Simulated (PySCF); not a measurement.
# Electric field gradients and quadrupole coupling constants

C6H4BClF2.
Cartesian coordinates in Å at the PBE0-D3(BJ)/def2-SVP level; atoms count from 1:
```xyz
14
C6H4BClF2 angstrom
F      3.4164    1.1058   -0.5852
B      3.1464   -0.1470   -0.9222
F      4.1816   -0.9373   -1.1056
C      1.6600   -0.5779   -1.0806
C      0.6815    0.4178   -0.9009
C     -0.6764    0.1505   -1.0275
C     -1.0908   -1.1433   -1.3406
C     -0.1537   -2.1559   -1.5234
C      1.2059   -1.8719   -1.3947
Cl     2.3112   -3.1836   -1.6324
H      1.0133    1.4292   -0.6557
H     -1.4101    0.9461   -0.8832
H     -2.1544   -1.3720   -1.4438
H     -0.4651   -3.1729   -1.7664
```

Field gradients from the PBE0/pcSseg-1 density (PySCF, non-relativistic), principal values in atomic units, ordered |Vxx| ≤ |Vyy| ≤ |Vzz|:

| atom | Vxx | Vyy | Vzz |
| --- | --- | --- | --- |
| B2 | -0.0654 | -0.2831 | 0.3485 |
| Cl10 | -1.6860 | -2.2720 | 3.9580 |

Problem. Find the asymmetry η = (Vxx − Vyy)/Vzz and the couplings χ = eQV/h (234.96 MHz × Q in barn × V in au), with Q(11B) = 0.04059 b, Q(35Cl) = −0.0817 b.

Solution. 
```
atom             environment  nucleus     η  χzz (MHz)  χxx (MHz)  χyy (MHz)
  B2  three-coordinate boron      11B  0.62      3.324     -0.624     -2.700
Cl10           aryl chlorine     35Cl  0.15     -75.98      32.37      43.61
```

Problem. What is Vzz at Cl10 in SI units (1 au = 9.71736 × 10²¹ V/m²)?

Solution. 3.9580 au = 38.461 × 10²¹ V/m².

Were the hydrogens deuterons (Q(2H) = 0.00286 b), χzz would run from 200 kHz (H11) to 204 kHz (H12).

Isolated species at its PBE0-D3(BJ)/def2-SVP geometry, gas phase. The small basis limits the accuracy of the gradients.
